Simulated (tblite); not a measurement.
Species: C₅H₆F₄.
Numbering: `[F:1][CH2:2][CH2:3]/[CH:4]=[CH:5]/[C:6]([F:7])([F:8])[F:9]` (hydrogens: H10, H11 on C2; H12, H13 on C3; H14 on C4; H15 on C5)

Computed with GFN2-xTB (tblite), gas phase: nudged elastic band of 9 images (0 to 8), spring 0.2 eV/Å², climbing image at the end, force threshold 0.05 eV/Å. No saddle search or frequency run followed, so the top image need not be a first-order saddle, and its height can exceed the method's true barrier by a kcal/mol or more.

The band describes a rotation about C2–C3 (sp3 C–F carbon, allylic carbon), followed by the dihedral F1–C2–C3–C4, from the optimised start (-67°) to a second optimised geometry at 66°.

Problem. Give the energy profile along the converged band.

Solution. 
```csv
image,dihedral (°),E (eV),C2–C3 (Å),F1···C4 (Å),largest true force (eV/Å)
0,-67,0.000,1.528,2.93,0.01
1,-50,0.023,1.531,2.79,0.07
2,-34,0.078,1.537,2.68,0.09
3,-17,0.135,1.543,2.61,0.07
4,1,0.159,1.546,2.59,0.04
5,18,0.135,1.543,2.62,0.07
6,35,0.077,1.538,2.69,0.07
7,51,0.025,1.532,2.80,0.05
8,66,0.005,1.529,2.93,0.01
```

Barriers of this band. The top is image 4 at 1°: 0.159 eV forward and 0.154 eV back; the end lies 0.005 eV above the start. The central bond is 0.018 Å longer at the top than at the start.

Problem. What rate follows at 250 K for crossing this barrier forward?

Solution. Taking the electronic barrier for the free energy of activation (no zero-point or entropy terms, transmission 1), rate = (kT/h)·exp(−ΔE/kT) ≈ 3 × 10^9 s⁻¹, whose inverse is 3 × 10^-10 s. An error of 1 kcal/mol in the barrier changes this by a factor of 7, and the method and the loose band can each miss by that much or more.

Problem. How long is the path, and how are the images spaced?

Solution. Cartesian distances between aligned neighbours (all atoms, Å): 0.56, 0.53, 0.52, 0.53, 0.53, 0.52, 0.52, 0.52; the sum is 4.23 Å, and the top lies 50 % of the way along.

What follows is the cost of the whole band run. Hardware: Intel Xeon Platinum 8488C, one thread, on a shared host. Cost: 2.0 s of wall time, 0.18 GiB resident at most.
